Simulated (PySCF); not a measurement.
An unknown is described by computed data only.

Elements present: C, H, N, O and Si. Monoisotopic mass: 127.0453 u.

| Quantity | Value |
| --- | --- |
| UV, first state | lowest singlet excitation: 7.24 eV (171 nm, f = 0.003) [TDDFT PBE0/def2-SVPD] |
| Polarisability | 85.6 au [PBE0/def2-SVPD] |
| 1H NMR | chemical shifts (computed TMS as zero) by class: 5.12 (1 H), 4.95 (1 H), 2.24 (1 H), 2.06 (1 H), 1.28 (1 H), 1.00 (1 H), 0.45 (3 H) ppm [GIAO PBE0/pcSseg-1] |
| UV, strongest line | among the 6 lowest singlet transitions: S6 at 7.95 eV (156 nm, f = 0.012) [TDDFT PBE0/def2-SVPD] |
| Triplet | lowest triplet excitation (Tamm–Dancoff): 6.34 eV [TDA PBE0/def2-SVPD] |
| NMR, other nuclei | isotropic shieldings of nuclei other than C and H, by class: -36 (1 N), 280 (1 O), 326 (1 Si) ppm [GIAO PBE0/pcSseg-1] |
| 13C NMR | chemical shifts (computed TMS as zero) by class: 125.4 (1 C), 67.7 (1 C), 35.3 (1 C), 12.1 (1 C), -0.3 (1 C) ppm [GIAO PBE0/pcSseg-1] |
| Rotational structure | rotational constants A, B, C: 2.573, 1.434, 1.198 GHz [GFN2-xTB] |

Electronic properties: PySCF, gas phase, density fitting. Levels stand in brackets. NMR shifts are as computed; neighbouring signals can stand in another order in a measured spectrum. The structure is a single GFN2-xTB conformer in the gas phase; no vibrational or solvent corrections. Each NMR value is the plain mean over a class of atoms that symmetry, rotation or inversion makes alike.

Question: Which formula fits the mass and the elements?

Answer: C5H9NOSi (calculated 127.0453). No other formula that holds each of these elements comes within 0.0003 u with a fitting electron parity and a possible valence count.

Question: What is the compound? Reason from the data.

Answer: Numbering: `[CH3:1][Si@@H:2]1[CH2:3][CH2:4][C@H:5]([C:6]#[N:7])[O:8]1`. Its formula, C5H9NOSi, gives 3 degrees of unsaturation: 1 ring and 2 π bonds in the structure found. 5 carbons fall into 5 classes; from least to most shielded: nitrile carbon [C6] (125.4 ppm), ring sp3 carbon bound to oxygen [C5] (67.7 ppm), ring CH2 carbon [C4] (35.3 ppm), ring sp3 carbon bound to silicon [C3] (12.1 ppm), Si-methyl carbon [C1] (-0.3 ppm). Hydrogen classes from least to most shielded: 1 H on an oxygen-bound silicon, Si2 (5.12 ppm), 1 H on an sp3 carbon bound to oxygen, C5 (4.95 ppm), 1 H on a ring CH2 carbon, C4 (2.24 ppm), 1 H on a ring CH2 carbon, C4 (2.06 ppm), 1 H on an sp3 carbon bound to silicon, C3 (1.28 ppm), 1 H on an sp3 carbon bound to silicon, C3 (1.00 ppm), 3 H on an Si-methyl carbon, C1 (0.45 ppm, a mean of values up to 0.7 ppm apart in this geometry). The other shieldings belong to: -36 ppm, nitrile nitrogen [N7]; 280 ppm, silyl ether oxygen [O8]; 326 ppm, oxygen-bound silicon [Si2]. The optimised geometry has point group C1 and is an asymmetric top. Structure: `C[Si@@H]1CC[C@H](C#N)O1`. Computed isomers that give other values at the same levels: `CC[C@H](C#N)C(=O)[SiH3]` (13C chemical shifts (computed TMS as zero) by class: 236.6 (1 C), 122.0 (1 C), 55.9 (1 C), 27.1 (1 C), 14.1 (1 C) ppm); `CC(/C=N\[SiH3])=C\C=O` (13C chemical shifts (computed TMS as zero) by class: 193.4 (1 C), 179.4 (1 C), 156.2 (1 C), 134.1 (1 C), 15.5 (1 C) ppm); `C#C[Si@@]1(O)CCCN1` (13C chemical shifts (computed TMS as zero) by class: 97.7 (1 C), 89.8 (1 C), 47.5 (1 C), 28.2 (1 C), 15.0 (1 C) ppm). The assignments are read from this structure; whether some other isomer fits the data as well wasn't checked. The mirror image fits equally.
